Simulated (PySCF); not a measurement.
CH₆BClGeO, SMILES CO[B](Cl)[GeH3]. Atoms are numbered in the order given.

```xyz
11

B     -0.0533     0.7008     0.0000
Cl     1.3210     1.8272     0.0000
Ge     0.3230    -1.3546     0.0000
H     -0.3021    -2.0538     1.2426
H     -0.3021    -2.0538    -1.2426
H      1.8423    -1.6527     0.0000
O     -1.2774     1.2659     0.0000
C     -2.5039     0.5495     0.0000
H     -3.0854     0.8337     0.9000
H     -3.0854     0.8337    -0.9000
H     -2.3526    -0.5510     0.0000
```
Charge 0, spin multiplicity 1.

The structure is a stationary point at PBE-D3(BJ)/def2-SVP. The values are those of a single conformer.

Method: PBE/pcSseg-1 (PySCF).

GIAO shieldings, no solvent; atoms alike by connectivity are averaged. δ = σ(ref) − σ: ¹¹B against BF3 (σ = 83.9 ppm); ³⁵Cl against HCl (σ = 936.5 ppm); ⁷³Ge against GeH4 (σ = 1614.4 ppm); ¹H against TMS (σ = 31.49 ppm); ¹⁷O against H2O (σ = 334.3 ppm); ¹³C against TMS (σ = 182.0 ppm), references at their B3LYP-D3(BJ)/def2-TZVP geometries, non-relativistic (without spin–orbit terms, shifts of atoms bonded to Cl or Br come out too high).

```csv
nucleus,atoms,count,δ (ppm)
¹¹B,B1,1,36.0
³⁵Cl,Cl2,1,285.6
⁷³Ge,Ge3,1,-20.9
¹H,"H9, H10, H11",3,4.59
¹H,"H4, H5, H6",3,4.10
¹⁷O,O7,1,235.9
¹³C,C8,1,66.6
```
